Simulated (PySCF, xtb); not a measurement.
RbF, SMILES [F][Rb].

GFN2-xTB in xtb at its own geometry gives an orbital gap of 1.08 eV and a dipole moment of 8.58 D.

The structure is a stationary point at PBE-D3(BJ)/def2-TZVPD. The def2 effective core potentials stand for the cores of Rb; spin–orbit coupling is left out.

**Question.** What does PySCF with ωB97X/def2-TZVPD give? (The exact figures need the calculation; the answer reports its results.)

**Answer.** gap 8.77 eV (levels -8.70 and 0.07 eV), dipole 9.39 D.
